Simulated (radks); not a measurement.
The numbers below are computed, except where a source is named.
Initial-state core-level shifts of neutral rhenium when its valence configuration changes from [Xe] 4f14 5d5 6s2. Level of theory: Dirac Kohn-Sham, BLYP, spin-unpolarised, spherical densities, point nucleus; open shells fill j = l - 1/2 first (a radial shooting solver on a logarithmic mesh with Libxc functionals). Shifts are changes of the shell-averaged eigenvalues in eV (positive: less bound).

| valence | 3s | 3d | 4p | 4d |
|---|---|---|---|---|
| 4f14 5d6 6s1 | +2.029 | +2.038 | +2.029 | +2.035 |
| 4f14 5d5 6p2 | -2.588 | -2.584 | -2.594 | -2.591 |
| 4f14 5d5 6s1.5 6p0.5 | -0.707 | -0.706 | -0.709 | -0.708 |
| 4f13.5 5d5.5 6s2 | -6.149 | -6.064 | -5.368 | -5.143 |
| 4f12 5d7 6s2 | -25.729 | -25.373 | -22.083 | -21.129 |
| 4f12 5d8 6s1 | -23.160 | -22.794 | -19.525 | -18.567 |
| 4f14 5d5 6s1 6p1 | -1.368 | -1.366 | -1.370 | -1.369 |
| 4f13 5d6 6s2 | -12.489 | -12.318 | -10.842 | -10.383 |
| 4f14 5d4.5 6s0.5 6p2 | -3.789 | -3.791 | -3.792 | -3.793 |
